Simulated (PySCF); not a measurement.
## Working out the ionisation energy of Hg⁺

Hg⁺ [Xe] 4f14 5d10 6s1 (2S) → Hg²⁺ [Xe] 4f14 5d10 (1S). Calculation: PySCF 2.14, in aug-cc-pwCVDZ-PP with ECP60MDF; a scalar-relativistic core potential. Frozen: nothing. Energies in hartree (1 hartree = 27.21139 eV):

| part | Hg⁺ (lower) | Hg²⁺ (upper) |
| --- | --- | --- |
| UHF | -152.227877 | -151.598736 |
| MP2 opposite-spin | -0.361418 | -0.324867 |
| MP2 same-spin | -0.185585 | -0.160701 |

**Question.** What does Hartree-Fock give?

**Answer.** (-151.598736) − (-152.227877) = 0.629141 hartree = 17.120 eV.

**Question.** What do MP2 and SCS-MP2 (6/5 opposite-spin, 1/3 same-spin) give?

**Answer.** The opposite-spin parts differ by 0.995 eV and the same-spin parts by 0.677 eV. MP2: 17.120 + (0.995) + (0.677) = 18.792 eV. SCS-MP2: 17.120 + 1.2 × (0.995) + (0.677)/3 = 18.540 eV.

Measured between the centres of the two terms (NIST): 18.757 eV, so MP2 (valence and next inner shell) is off by 0.035 eV.

A double-zeta basis recovers only part of the correlation energy.

What remains against the reference includes basis incompleteness and correlation beyond second order.
